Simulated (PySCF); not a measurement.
C2H5BBrCl, SMILES CCB(Cl)Br. Geometry: B3LYP-D3(BJ)/def2-SVP. The values are those of a single conformer.

Computed equilibrium geometry at B3LYP-D3(BJ)/def2-SVP (PySCF confirms it by a frequency run) as bond lengths and angles (one conformer of several):
Atoms: B1 Cl2 Br3 C4 C5 H6 H7 H8 H9 H10. Bonds (Å): B1–Cl2 1.758, B1–Br3 1.930, B1–C4 1.564, C4–C5 1.531, C4–H6 1.107, C4–H7 1.107, C5–H8 1.101, C5–H9 1.101, C5–H10 1.101. Bond angles (°): Cl2–B1–Br3 118.0, Cl2–B1–C4 122.5, Br3–B1–C4 119.5, B1–C4–C5 117.6, B1–C4–H6 106.5, B1–C4–H7 106.4, C5–C4–H6 111.0, C5–C4–H7 110.9, H6–C4–H7 103.4, C4–C5–H8 111.4, C4–C5–H9 111.4, C4–C5–H10 111.3, H8–C5–H9 107.0, H8–C5–H10 107.8, H9–C5–H10 107.8.
